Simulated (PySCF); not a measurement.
Rigid-rotor lines calculated for a species of formula C8H14Si (commonest isotopes; PySCF 2.14.0, PBE0-D3(BJ)/def2-SVP geometry optimisation, gas phase), labelled J(Ka,Kc):

| transition | MHz |
| --- | --- |
| 2(1,1) ← 1(1,0) | 4276.4 |
| 1(1,0) ← 0(0,0) | 2498.6 |
| 2(1,2) ← 1(1,1) | 3719.0 |
| 1(0,1) ← 0(0,0) | 1998.8 |
| 2(0,2) ← 1(0,1) | 3851.0 |

(1) Find the rotational constants.

(2) What moments of inertia, asymmetry and inertial defect follow?

(3) Which dipole components do these lines need?

(4) Predict further lines from these constants: 2(2,0) ← 1(1,0); 2(2,1) ← 2(1,1); 2(1,1) ← 1(0,1); 2(1,1) ← 2(1,2); 2(2,1) ← 1(1,1).

(5) Which structure gave them?

## Answers

(1) 1(0,1) ← 0(0,0) is B + C, 2(1,1) ← 1(1,0) is 3B + C and 2(1,2) ← 1(1,1) is B + 3C, so B − C is half the difference of the last two, 278.7 MHz. 1(1,0) ← 0(0,0) is A + B. A = 1359.8, B = 1138.8, C = 860.1 MHz.

(2) I = 505379 MHz·u·Å² over each constant: Ia = 371.64, Ib = 443.79, Ic = 587.61 u·Å²; κ = (2B − A − C)/(A − C) = 0.115 (asymmetric top); Δ = Ic − Ia − Ib = -227.83 u·Å².

(3) μa and μc (a-type: ΔKa even, ΔKc odd; c-type: ΔKa odd, ΔKc even). The calculation gives |μa| = 0.12 D, |μb| = 0.02 D, |μc| = 0.17 D.

(4) 
```json
{"transition": "2(2,1) ← 2(1,1)", "MHz": "663", "type": "c", "branch": "Q"}
{"transition": "2(1,1) ← 2(1,2)", "MHz": "836", "type": "a", "branch": "Q"}
{"transition": "2(1,1) ← 1(0,1)", "MHz": "4776", "type": "c", "branch": "R"}
{"transition": "2(2,0) ← 1(1,0)", "MHz": "5086", "type": "c", "branch": "R"}
{"transition": "2(2,1) ← 1(1,1)", "MHz": "5218", "type": "c", "branch": "R"}
```

(5) `C=C[Si](C=C)(C=C)CC` (SiEt(vinyl)3), point group C1. Three constants can't fix a structure by themselves; this is the one that was computed:
```xyz
23
C8H14Si angstrom
Si    -0.057    0.038    0.045
C     -0.023    0.010    1.934
C      0.641   -1.220    2.546
H     -1.066    0.102    2.287
H      0.494    0.929    2.263
H      0.635   -1.187    3.647
H      0.129   -2.148    2.247
H      1.693   -1.311    2.229
C      1.704   -0.002   -0.608
C      2.354    1.039   -1.140
H      2.250   -0.954   -0.533
H      1.875    2.018   -1.256
H      3.391    0.963   -1.489
C     -0.946    1.591   -0.525
C     -1.004    1.993   -1.801
H     -1.460    2.206    0.227
H     -0.513    1.429   -2.603
H     -1.540    2.899   -2.107
C     -0.943   -1.493   -0.589
C     -2.092   -1.485   -1.275
H     -0.488   -2.470   -0.375
H     -2.600   -0.548   -1.531
H     -2.576   -2.408   -1.617
```

The values belong to one conformer (point group C1). Whether it is a minimum is left open (no frequencies). Zero-point vibration and centrifugal distortion are left out. A rigid rotor knows nothing of internal rotation, which can split or shift real lines.

The run took 66 s wall, 2.9 min CPU on Intel Xeon 6975P-C, 2 threads, shared host, and the process peaked at 0.99 GiB of memory. That covers the optimisation of the geometry.
